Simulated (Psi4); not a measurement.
F2, charge +1, doublet, at a GFN2-xTB geometry (a state made from the parent by changing its charge; the spin is typed, not shown lowest); Psi4 with CCSD(T)/cc-pVTZ.

Psi4 was given this input:
```
memory 2 GB

molecule {
1 2
F    -0.00000000   -0.00000000   -0.64677315
F     0.00000000    0.00000000    0.64677315
}

set {
  basis cc-pvtz
  reference uhf
  freeze_core true
  mp2_type conv
  scf_type pk
  puream true
  d_convergence 1e-8
}

energy('ccsd(t)')
print_variables()
```

Question: Write the output that Psi4 gives for this input, abridged.

Answer: 
```
   => Loading Basis Set <=

    Name: CC-PVTZ
    Role: ORBITAL
    Keyword: BASIS

         ---------------------------------------------------------
                                   SCF
               by Justin Turney, Rob Parrish, Andy Simmonett
                          and Daniel G. A. Smith
                              UHF Reference
         ---------------------------------------------------------

  ==> Geometry <==

    Molecular point group: d2h
    Full point group: D_inf_h

    Geometry (in Angstrom), charge = 1, multiplicity = 2:

       Center              X                  Y                   Z               Mass
    ------------   -----------------  -----------------  -----------------  -----------------
         F            0.000000000000     0.000000000000    -0.646773150000    18.998403162730
         F            0.000000000000     0.000000000000     0.646773150000    18.998403162730

  Running in d2h symmetry.

  Rotational constants: A = ************  B =      1.06058  C =      1.06058 [cm^-1]
  Rotational constants: A = ************  B =  31795.53517  C =  31795.53517 [MHz]
  Nuclear repulsion =   33.136312217251124

  Charge       = 1
  Multiplicity = 2
  Electrons    = 17
  Nalpha       = 9
  Nbeta        = 8

  ==> Algorithm <==

  SCF Algorithm Type is PK.
  DIIS enabled.
  MOM disabled.
  Fractional occupation disabled.
  Guess Type is SAD.
  Energy threshold   = 1.00e-08
  Density threshold  = 1.00e-08
  Integral threshold = 1.00e-12

  ==> Primary Basis <==

  Basis Set: CC-PVTZ
    Blend: CC-PVTZ
    Number of shells: 20
    Number of basis functions: 60
    Number of Cartesian functions: 70
    Spherical Harmonics?: true
    Max angular momentum: 3

  ==> Integral Setup <==

  Using in-core PK algorithm.
   Calculation information:
      Number of atoms:                   2
      Number of AO shells:              20
      Number of primitives:             52
      Number of atomic orbitals:        70
      Number of basis functions:        60

      Integral cutoff                 1.00e-12
      Number of threads:                 1

  Performing in-core PK
  Using 3350730 doubles for integral storage.
  We computed 22155 shell quartets total.
  Whereas there are 22155 unique shell quartets.

  ==> DiskJK: Disk-Based J/K Matrices <==

    J tasked:                  Yes
    K tasked:                  Yes
    wK tasked:                  No
    Schwarz Cutoff:          1E-12

  Minimum eigenvalue in the overlap matrix is 1.6634403245E-02.
  Reciprocal condition number of the overlap matrix is 5.5193240305E-03.
    Using symmetric orthogonalization.

  ==> Pre-Iterations <==

  SCF Guess: Superposition of Atomic Densities via on-the-fly atomic UHF (no occupation information).

   -------------------------
    Irrep   Nso     Nmo
   -------------------------
     Ag        13      13
     B1g        3       3
     B2g        7       7
     B3g        7       7
     Au         3       3
     B1u       13      13
     B2u        7       7
     B3u        7       7
   -------------------------
    Total      60      60
   -------------------------

  ==> Iterations <==

                        Total Energy        Delta E     RMS |[F,P]|

   @UHF iter SAD:  -198.36783734762207   -1.98368e+02   0.00000e+00
   @UHF iter   1:  -198.05567512127146    3.12162e-01   2.69894e-02 ADIIS/DIIS
   @UHF iter   2:  -198.17933522064845   -1.23660e-01   9.89821e-03 ADIIS/DIIS
   @UHF iter   3:  -198.19056642962022   -1.12312e-02   1.48133e-03 ADIIS/DIIS
   @UHF iter   4:  -198.19126735616297   -7.00927e-04   4.07056e-04 ADIIS/DIIS
   @UHF iter   5:  -198.19133024725053   -6.28911e-05   1.02689e-04 ADIIS/DIIS
   @UHF iter   6:  -198.19133402463149   -3.77738e-06   2.66071e-05 DIIS
   @UHF iter   7:  -198.19133430354731   -2.78916e-07   6.05931e-06 DIIS
   @UHF iter   8:  -198.19133432039328   -1.68460e-08   1.28780e-06 DIIS
   @UHF iter   9:  -198.19133432113665   -7.43370e-10   2.34092e-07 DIIS
[...]
  @UHF Final Energy:  -198.19133432115913
    Total Energy =                       -198.1913343211591041
[...]
              4  41         0.0133145480
              5  46        -0.0132577968
              1   3         0.0126650640
              1   0        -0.0120953641
              4  42         0.0116346858
              1   4        -0.0108917777
              1   1         0.0075446861
              3  30        -0.0061513019

    Largest TIJAB Amplitudes:
      2   1  45  28         0.0179248921
      3   1  39  28         0.0156339352
      2   1  46  28         0.0154322343
      3   1  40  28         0.0145883367
      6   5  10   2         0.0113363914
      4   1  28   3        -0.0110176082
      3   2  31  25        -0.0100567272
      6   5  45  39        -0.0098647706
      5   2  39  13        -0.0093374280
      6   1  28  13        -0.0093281338

    Largest Tijab Amplitudes:
      4   1  29  19         0.0960354835
      4   2  46  19         0.0268967273
      4   1  30  19        -0.0250218118
      2   1  46  29        -0.0195143136
      4   1  29  20         0.0170563789
      2   1  47  29        -0.0160225278
      4   0  29  19         0.0156588914
      4   3  19   1        -0.0155669469
      4   2  47  19         0.0142660046
      5   4  19  13         0.0139788662

    Largest TIjAb Amplitudes:
      1   4  28  19         0.1235690926
      1   1  28  29         0.1145883291
      3   4  39  19        -0.0446670637
      1   1  28  30        -0.0356398205
      1   1  29  29        -0.0333726705
      1   4  29  19        -0.0329958635
      2   4  45  19        -0.0327073625
      2   2  28  29        -0.0310403238
      5   4  28  29        -0.0286958155
      1   0  28  29         0.0269458820

    SCF energy       (wfn)                    = -198.191334321159133
    Reference energy (file100)                = -198.191334321159189

    Opposite-spin MP2 correlation energy      =   -0.381289515922358
    Same-spin MP2 correlation energy          =   -0.140629169443211
    Singles MP2 correlation energy            =   -0.000000000000000
    MP2 correlation energy                    =   -0.521918685365569
      * MP2 total energy                      = -198.713253006524752

    Opposite-spin CCSD correlation energy     =   -0.393251742936598
    Same-spin CCSD correlation energy         =   -0.120967668250265
    Singles CCSD correlation energy           =    0.000000000000000
    CCSD correlation energy                   =   -0.514219411186863
      * CCSD total energy                     = -198.705553732346061

            **************************
            *                        *
            *        CCTRIPLES       *
            *                        *
            **************************

    Wave function   =    CCSD_T
    Reference wfn   =      UHF

    Nuclear Rep. energy (wfn)                =   33.136312217251124
    SCF energy          (wfn)                = -198.191334321159133
    Reference energy    (file100)            = -198.191334321159189
    CCSD energy         (file100)            =   -0.514219411186863
    Total CCSD energy   (file100)            = -198.705553732346061

    Number of ijk index combinations:
    Spin Case AAA:                                  35
    Spin Case BBB:                                  20
    Spin Case AAB:                                 126
    Spin Case ABB:                                 105
    AAA (T) energy                             =   -0.000246708612626
    BBB (T) energy                             =   -0.000730447101088
    AAB (T) energy                             =   -0.008517929801430
    ABB (T) energy                             =   -0.011455219811116
    (T) energy                                   =   -0.020950305326259
      * CCSD(T) total energy                     = -198.726504037672299

  Variable Map:
  ----------------------------------------------------------------------------
[...]
  Array Variable Map:
  ----------------------------------------------------------------------------
[...]
[...]
```
